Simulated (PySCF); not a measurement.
C₆ coefficients of unlike pairs at B3LYP

Calculated with PySCF 2.14 from the dipole response of each species, C₆(A,B) = (3/π) ∫ α_A(iu) α_B(iu) du, in atomic units, from isotropic polarisabilities. For ions this is the dispersion term alone; charge-induced terms of lower order in 1/R come first.

```
species           configuration                    basis     relativity  α (bohr³)  C₆ (like pair)
     Mg           [Ne] 3s2 (1S)   aug-cc-pVTZ (6s5p3d2f)           none      72.12           633.0
     As  [Ar] 3d10 4s2 4p3 (4S)  aug-cc-pVDZ-DK (6s5p3d)  spin-free X2C      30.21           253.9
    Li⁺                1s2 (1S)   aug-cc-pVTZ (5s4p3d2f)           none     0.1362         0.03126
```

(1) Estimate C₆ for Li⁺ with As.

No spin-orbit coupling is included.

The other pairs:

| pair | C₆ |
| --- | --- |
| As, Mg | 368.1 |
| Li⁺, Mg | 2.291 |

Results:

(1) The integral gives 2.034. The combination rule 2 C_A C_B / (C_A α_B/α_A + C_B α_A/α_B) gives 1.964 and the geometric mean 2.817.
